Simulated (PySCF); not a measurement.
PBE on Co (cobalt, neutral)

Configuration: [Ar] 3d7 4s1 5s1, high-spin 6F determinant (an excited configuration). Calculation: PySCF 2.14, in x2c-QZVPPall with one added diffuse shell each of s, p, d, f, g type (12s8p6d5f3g, 128 functions); scalar relativity by spin-free X2C-1e.

```json
{
  "Total energy": "-1392.839 hartree",
  "One-electron energy": "-1921.777 hartree",
  "Hartree (Coulomb) energy": "588.504 hartree",
  "Exchange-correlation energy": "-59.565 hartree",
  "⟨S²⟩": "8.7505",
  "⟨L²⟩": "12.012",
  "Sum of ⟨r⟩": "26.17 bohr",
  "Sum of ⟨r²⟩": "92.43 bohr²",
  "Langevin diamagnetic susceptibility": "-73.2 ×10⁻⁶ cm³/mol"
}
```

```csv
shell,electrons,mean orbital energy (hartree),spread (hartree),"rms radius, mean of both spins (bohr)"
1s α,1,-278.96810,0,0.0649
1s β,1,-278.96651,0,0.0649
2s α,1,-33.20796,0,0.277
2s β,1,-33.15033,0,0.277
2p α,3,-28.46145,0,0.249
2p β,3,-28.41775,0,0.249
3s α,1,-3.98545,0,0.832
3s β,1,-3.85477,0,0.832
3p α,3,-2.63478,0,0.888
3p β,3,-2.50587,0,0.888
3d α,5,-0.52221,0.04374,1.20
3d β,2,-0.42831,0,1.20
4s α,1,-0.35431,0,2.80
5s α,1,-0.06222,0,8.23
```

The outer electron is Rydberg-like, and this basis confines it to a smaller radius and binds it less than a complete one would.

Densities and radii are taken from the X2C orbitals without a picture-change correction, which distorts them close to the nucleus.
